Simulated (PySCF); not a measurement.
H3O, SMILES [OH3+], charge +1.

Geometry optimised at PBE0-D3(BJ)/def2-TZVPD. The isomer is the one that the SMILES or the coordinates give; other isomers of the formula were not compared.

Computed with TDA-CAM-B3LYP/def2-TZVPD in PySCF 2.14.0.

Vertical excitations; the highest root listed may be one member of a degenerate set.  State labels are in the subgroup Cs.

Problem. Estimate the UV-visible absorptions. (Estimate from the structure and the level; the computed values follow.)

Solution. 
```json
[
 {"state": "S1", "symmetry": "A'", "energy (eV)": "11.40", "λ (nm)": "109", "f": "0.042", "main pairs": "HOMO→LUMO 99 %"},
 {"state": "S2", "symmetry": "A'", "energy (eV)": "13.73", "λ (nm)": "90", "f": "0.014", "main pairs": "HOMO→LUMO+1 (degenerate set)"},
 {"state": "S3", "symmetry": "A\"", "energy (eV)": "13.73", "λ (nm)": "90", "f": "0.014", "main pairs": "HOMO→LUMO+2 (degenerate set)"},
 {"state": "S4", "symmetry": "A'", "energy (eV)": "16.14", "λ (nm)": "77", "f": "0.000", "main pairs": "HOMO→LUMO+3 93 %"},
 {"state": "S5", "symmetry": "A'", "energy (eV)": "16.21", "λ (nm)": "76", "f": "0.000", "main pairs": "HOMO→LUMO+4 (degenerate set)"},
 {"state": "S6", "symmetry": "A\"", "energy (eV)": "16.21", "λ (nm)": "76", "f": "0.000", "main pairs": "HOMO→LUMO+5 (degenerate set)"},
 {"state": "S7", "symmetry": "A'", "energy (eV)": "16.74", "λ (nm)": "74", "f": "0.173", "main pairs": "HOMO−2→LUMO (degenerate set)"},
 {"state": "S8", "symmetry": "A\"", "energy (eV)": "16.74", "λ (nm)": "74", "f": "0.173", "main pairs": "HOMO−1→LUMO (degenerate set)"},
 {"state": "S9", "symmetry": "A'", "energy (eV)": "17.85", "λ (nm)": "69", "f": "0.143", "main pairs": "HOMO→LUMO+6 98 %"},
 {"state": "S10", "symmetry": "A'", "energy (eV)": "18.16", "λ (nm)": "68", "f": "0.055", "main pairs": "HOMO→LUMO+7 93 %"},
 {"state": "T1", "symmetry": "A'", "energy (eV)": "10.57", "λ (nm)": "117", "f": "0", "main pairs": "HOMO→LUMO 97 %"},
 {"state": "T2", "symmetry": "A'", "energy (eV)": "13.08", "λ (nm)": "95", "f": "0", "main pairs": "HOMO→LUMO+1 (degenerate set)"},
 {"state": "T3", "symmetry": "A\"", "energy (eV)": "13.08", "λ (nm)": "95", "f": "0", "main pairs": "HOMO→LUMO+2 (degenerate set)"},
 {"state": "T4", "symmetry": "A'", "energy (eV)": "15.42", "λ (nm)": "80", "f": "0", "main pairs": "HOMO→LUMO+3 93 %"}
]
```
Triplets are in the Tamm–Dancoff approximation.
